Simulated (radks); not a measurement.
All-electron atom: F2+ in [He] 2s2 2p2 4p1 (not the ground configuration).

All-electron calculation, non-relativistic Kohn-Sham, SCAN, spin-polarised, spherical densities, point nucleus; open shells are filled with parallel spins first; meta-GGA in the generalised Kohn-Sham scheme. Program: a radial shooting solver on a logarithmic mesh with Libxc functionals.

Energy parts (hartree):
part                      energy
total                  -95.81529
kinetic                 95.65567
electron-nucleus      -215.47196
Hartree                 32.63382
exchange-correlation    -8.63281

Orbitals (lengths in bohr, moments of r in powers of bohr; r(90%) holds 90 % of the orbital's charge):
| orbital | occ. | eigenvalue (hartree) | r(90%) | <r^2> | <r> | <r^4> |
|---|---|---|---|---|---|---|
| 1s up | 1 | -27.26417 | 0.316 | 0.04201 | 0.1764 | 0.004619 |
| 1s down | 1 | -27.15115 | 0.313 | 0.04150 | 0.1755 | 0.004484 |
| 2s up | 1 | -3.30134 | 1.35 | 0.8917 | 0.8686 | 1.403 |
| 2s down | 1 | -3.02400 | 1.40 | 0.9468 | 0.8942 | 1.598 |
| 2p up | 2 | -2.58331 | 1.35 | 0.8316 | 0.8208 | 1.422 |
| 4p up | 1 | -0.31441 | 8.40 | 39.75 | 5.938 | 2182 |

The highest occupied level is 4p up at -8.556 eV. The density falls to 0.001 e/bohr^3 at r = 2.55 bohr.

Empty levels of this run are not shown, since the potential may be unsettled where no density lies.
